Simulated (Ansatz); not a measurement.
Basis-set series for `BC#CC`. Total charge 0; spin multiplicity 1. The geometry is a stationary point of PBE0-D4/def2-TZVP.

```tsv
functional	basis	functions	energy (Eh)	HOMO (eV)	LUMO (eV)
PBE0-D4	def2-TZVPP	194	-141.97013	-7.45	-1.99
PBE0-D4	def2-QZVPP	378	-141.97820	-7.46	-2.00
ωB97M-V	def2-TZVPP	194	-142.08025	-9.66	-0.02
ωB97M-V	def2-QZVPP	378	-142.08763	-9.67	-0.06
```

Task: Give the rows for def2-SVP. (Best estimate.)

Result: Ansatz gave: 
```json
{"functional": "PBE0-D4", "basis": "def2-SVP", "functions": "81", "energy (Eh)": "-141.81494", "HOMO (eV)": "-7.42", "LUMO (eV)": "-1.93"}
{"functional": "ωB97M-V", "basis": "def2-SVP", "functions": "81", "energy (Eh)": "-141.91548", "HOMO (eV)": "-9.60", "LUMO (eV)": "0.12"}
```
